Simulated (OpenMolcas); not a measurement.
Rh³⁺: effect of the active space

* Program: OpenMolcas
* Method: SS-CASPT2 or its RAS form, IPEA 0.25 Eh, imaginary shift 0.1 Eh
* Basis: ANO-RCC-VTZP
* Scalar Hamiltonian: DKH2, point nucleus
* Spin-orbit coupling: RASSI with atomic mean-field integrals over the reference wave functions, term energies averaged over their components

A. 6 electrons in 5 orbitals (4d); 2S+1 = 5 even, 5 roots; 2S+1 = 3 even, 45 roots; 2S+1 = 1 even, 50 roots; closed shells correlated: 4s 4p; CASPT2 step of the order of 23 core-seconds
B. 12 electrons in 8 orbitals (RAS1 4p, at most 2 holes; RAS2 4d); 2S+1 = 5 even, 5 roots; 2S+1 = 3 even, 45 roots; 2S+1 = 1 even, 49 roots; closed shells correlated: 4s; CASPT2 step about 60 core-seconds
C. 6 electrons in 9 orbitals (RAS2 4d 5s; RAS3 5p, at most 2 electrons); 2S+1 = 5 even, 30 roots; 2S+1 = 7 even, 1 root kept (CI in the orbitals of an earlier block); 2S+1 = 3 even, 87 roots kept (CI in the orbitals of an earlier block); 2S+1 = 1 even, 86 roots kept (CI in the orbitals of an earlier block); 2S+1 = 5 odd, 54 roots (12 in the spin-orbit step); 2S+1 = 7 odd, 3 roots kept (CI in the orbitals of an earlier block); 2S+1 = 3 odd, 35 roots kept (CI in the orbitals of an earlier block, 0 in the spin-orbit step); 2S+1 = 1 odd, 11 roots kept (CI in the orbitals of an earlier block, 0 in the spin-orbit step); closed shells correlated: 4s 4p; CASPT2 step of the order of 2.5 core-minutes
D. 6 electrons in 10 orbitals (4d 5d); 2S+1 = 5 even, 5 roots; 2S+1 = 3 even, 45 roots; 2S+1 = 1 even, 49 roots; closed shells correlated: 4s 4p; CASPT2 step roughly 40 core-minutes

Energies in eV above 4d6 5D4.

```json
{"Level": "4d6 5D4", "A": "0.0000", "B": "0.0000", "C": "0.0000", "D": "0.0000"}
{"Level": "4d6 5D3", "A": "0.1925", "B": "0.1944", "C": "0.2039", "D": "0.1871"}
{"Level": "4d6 5D2", "A": "0.301", "B": "0.304", "C": "0.316", "D": "0.292"}
{"Level": "4d6 5D1", "A": "0.374", "B": "0.376", "C": "0.393", "D": "0.362"}
{"Level": "4d6 5D0", "A": "0.409", "B": "0.411", "C": "0.429", "D": "0.395"}
{"Level": "4d6 3P2(1)", "A": "2.224", "B": "2.285", "C": "2.201", "D": "2.240"}
{"Level": "4d6 3H6", "A": "2.281", "B": "2.245", "C": "2.283", "D": "2.288"}
{"Level": "4d6 3H5", "A": "2.315", "B": "2.287", "C": "2.312", "D": "2.319"}
{"Level": "4d6 3F3(1)", "A": "2.540", "B": "2.560", "C": "2.520", "D": "2.543"}
{"Level": "4d6 3F2(1)", "A": "2.624", "B": "2.663", "C": "2.606", "D": "2.627"}
{"Level": "4d6 3P1(1)", "A": "2.768", "B": "2.843", "C": "2.775", "D": "2.786"}
{"Level": "4d6 3G5", "A": "2.826", "B": "2.821", "C": "2.827", "D": "2.832"}
{"Level": "4d6 3P0(1)", "A": "2.868", "B": "2.935", "C": "2.865", "D": "2.886"}
{"Level": "4d6 3G4", "A": "2.983", "B": "2.987", "C": "2.983", "D": "2.985"}
{"Level": "4d6 3G3", "A": "3.027", "B": "3.038", "C": "3.029", "D": "3.026"}
{"Level": "4d6 3D2", "A": "3.364", "B": "3.403", "C": "3.327", "D": "3.366"}
{"Level": "4d6 3D1", "A": "3.399", "B": "3.440", "C": "3.367", "D": "3.400"}
{"Level": "4d6 3D3", "A": "3.422", "B": "3.468", "C": "3.388", "D": "3.429"}
{"Level": "4d6 1I6", "A": "3.540", "B": "3.484", "C": "3.554", "D": "3.548"}
{"Level": "4d6 1G4(1)", "A": "3.770", "B": "3.777", "C": "3.773", "D": "3.794"}
{"Level": "4d6 1D2(1)", "A": "4.278", "B": "4.332", "C": "4.258", "D": "4.303"}
{"Level": "4d6 1F3", "A": "4.686", "B": "4.717", "C": "4.641", "D": "4.700"}
{"Level": "4d6 3P0(2)", "A": "5.262", "B": "5.303", "C": "5.206", "D": "5.282"}
{"Level": "4d6 3P1(2)", "A": "5.402", "B": "5.430", "C": "5.350", "D": "5.402"}
```

The spin-orbit steps hold different terms of 4d6 (B lacks a 1S; D lacks a 1S), which shifts levels as well.

Among A to D the level of the table that moves most is 4d6 3P0(2), by 780 cm-1 (lowest in C, highest in B). Moves below CASPT2's spread within the term are not significant.

CASPT2 does not keep the components of a term degenerate, so their means are used; among the terms shown or strongly mixed into the levels shown the widest spread is 230 cm-1 (4d6 1I, D). Active for correlation alone: 4p; no level in the range computed is led by a configuration that opens it, so any true level of that kind is missing (holds for B). The CASPT2 spread within a term exceeds the gap to the next term for 4d6 1I and 4d6 3D, so the order of their levels is uncertain (holds for B). Some high roots are left out of the spin-orbit mixing, which shifts the levels that they would mix with (holds for C). Terms from blocks run as CI alone lack orbitals of their own (holds for C). Active for correlation alone: 5d; no level in the range computed is led by a configuration that fills it, so any true level of that kind is missing (holds for D). Levels of configurations outside the active space are missing. Levels that lie high or do not pair safely by name in every column are left out.

A number in round brackets counts repeated terms of one configuration in the order of the reference energies.
